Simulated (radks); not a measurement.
Q: Ru, 44 electrons, occupied as [Kr] 4d6.5 5s1.5 (fractional occupations, a model configuration). All-electron calculation, Dirac Kohn-Sham, PBE, spin-unpolarised, spherical densities, point nucleus; open shells are shared between the two j in proportion to 2j + 1. Program: a radial shooting solver on a logarithmic mesh with Libxc functionals. Some entries of the table are withheld. Estimate them.

| orbital | occ. | eigenvalue (hartree) | <r> (bohr) | <1/r> (bohr^-1) |
|---|---|---|---|---|
| 1s1/2 | 2 | -805.8312 | (1) | 45.88 |
| 2s1/2 | 2 | -115.8908 | 0.1453 | 10.49 |
| 2p1/2 | 2 | -107.0861 | 0.1236 | 10.47 |
| 2p3/2 | 4 | -102.2748 | 0.1284 | 9.921 |
| 3s1/2 | 2 | -20.46148 | 0.4024 | 3.625 |
| 3p1/2 | 2 | -17.04640 | 0.3956 | (2) |
| 3p3/2 | 4 | -16.23005 | 0.4063 | (3) |
| 3d3/2 | 4 | -10.18755 | 0.3821 | 3.216 |
| 3d5/2 | 6 | -10.02850 | 0.3856 | 3.181 |
| 4s1/2 | 2 | -2.86416 | 1.017 | 1.352 |
| 4p1/2 | 2 | -1.84713 | 1.104 | 1.230 |
| 4p3/2 | 4 | -1.72223 | 1.135 | 1.190 |
| 4d3/2 | 2.6 | -0.24240 | 1.637 | 0.8350 |
| 4d5/2 | 3.9 | -0.23004 | 1.662 | 0.8229 |
| 5s1/2 | 1.5 | -0.17293 | 3.293 | 0.3901 |

A: 
(1) 1s1/2 <r> (bohr): 0.03343
(2) 3p1/2 <1/r> (bohr^-1): 3.527
(3) 3p3/2 <1/r> (bohr^-1): 3.393
